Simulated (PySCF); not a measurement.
**AlPH6O7**

The system: AlPH6O7, a molecule drawn as a unit of a network glass or zeolite (built as: P Al, OH ends, O bridges); neutral, singlet. The structure, one conformer, was relaxed in the gas phase by PBE0-D3(BJ)/def2-SVP. No frequency run checks that it is a minimum.

SMILES: O=P(O)(O)[OH+][Al-]([OH])([OH])[OH]

```xyz
15

O     1.341   -1.627   -2.384
P     0.267   -0.906   -1.692
O    -0.320    0.400   -2.410
O    -0.980   -1.645   -1.139
O     0.907   -0.170   -0.289
Al    0.006    0.542    1.276
O    -1.473   -0.355    0.908
O     1.130   -0.192    2.344
O    -0.092    2.245    1.287
H     0.337    0.809   -2.990
H    -1.343   -1.193   -0.274
H     1.697   -0.634    0.041
H    -2.273   -0.337    1.436
H     1.525    0.267    3.085
H    -0.738    2.771    0.815
```
Atom numbers follow the order of the file, from 1.

Shieldings: GIAO PBE0/pcSseg-1. Shifts are against computed references at the same level: H TMS (σ 31.27 ppm). Core levels by delta-SCF with SCAN, pcX-2 on the ionised atom and pcseg-1 elsewhere, spin-free X2C (2p3/2 is the spin-free 2p value less a third of a first-order spin-orbit splitting); from the vacuum level, for chosen atoms.

(1) Give the shieldings and core levels atom by atom.

(2) Which of O1, O3, O5 holds its core electrons tightest, and by how much against the loosest?

(3) By CAM-B3LYP/def2-SVPD (TDDFT singlets, Tamm-Dancoff triplets), where does absorption start?

Answers

(1) 
```json
{"atoms": "O1", "bonded to": "1 P", "σ (ppm)": "170.5", "δ (ppm)": "-", "core level (eV)": "1s 537.74"}
{"atoms": "P2", "bonded to": "4 O", "σ (ppm)": "321.3", "δ (ppm)": "-", "core level (eV)": "2p3/2 140.79"}
{"atoms": "O3", "bonded to": "1 P + 1 H", "σ (ppm)": "216.8", "δ (ppm)": "-", "core level (eV)": "1s 540.41"}
{"atoms": "O4", "bonded to": "1 P + 1 H", "σ (ppm)": "207.7", "δ (ppm)": "-", "core level (eV)": "-"}
{"atoms": "O5", "bonded to": "1 Al + 1 P + 1 H", "σ (ppm)": "207.5", "δ (ppm)": "-", "core level (eV)": "1s 540.98"}
{"atoms": "Al6", "bonded to": "4 O", "σ (ppm)": "498.5", "δ (ppm)": "-", "core level (eV)": "2p3/2 80.80"}
{"atoms": "O7", "bonded to": "1 Al + 1 H", "σ (ppm)": "304.2", "δ (ppm)": "-", "core level (eV)": "-"}
{"atoms": "O8", "bonded to": "1 Al + 1 H", "σ (ppm)": "327.9", "δ (ppm)": "-", "core level (eV)": "-"}
{"atoms": "O9", "bonded to": "1 Al + 1 H", "σ (ppm)": "322.8", "δ (ppm)": "-", "core level (eV)": "-"}
{"atoms": "H10", "bonded to": "1 O", "σ (ppm)": "27.81", "δ (ppm)": "3.46", "core level (eV)": "-"}
{"atoms": "H11", "bonded to": "1 O", "σ (ppm)": "17.02", "δ (ppm)": "14.25", "core level (eV)": "-"}
{"atoms": "H12", "bonded to": "1 O", "σ (ppm)": "26.71", "δ (ppm)": "4.56", "core level (eV)": "-"}
{"atoms": "H13", "bonded to": "1 O", "σ (ppm)": "29.91", "δ (ppm)": "1.36", "core level (eV)": "-"}
{"atoms": "H14", "bonded to": "1 O", "σ (ppm)": "30.54", "δ (ppm)": "0.72", "core level (eV)": "-"}
{"atoms": "H15", "bonded to": "1 O", "σ (ppm)": "30.27", "δ (ppm)": "0.99", "core level (eV)": "-"}
```

Values are those of this one static structure; atoms that internal rotation interchanges would show their mean in an NMR spectrum.

(2) O5 (bonded to 1 Al + 1 P + 1 H), by 3.24 eV over O1 (bonded to 1 P).

(3) The lowest singlet lies at 7.18 eV (f 0.002), the strongest of the first 6 at 7.45 eV (f 0.073), the lowest triplet at 6.90 eV.
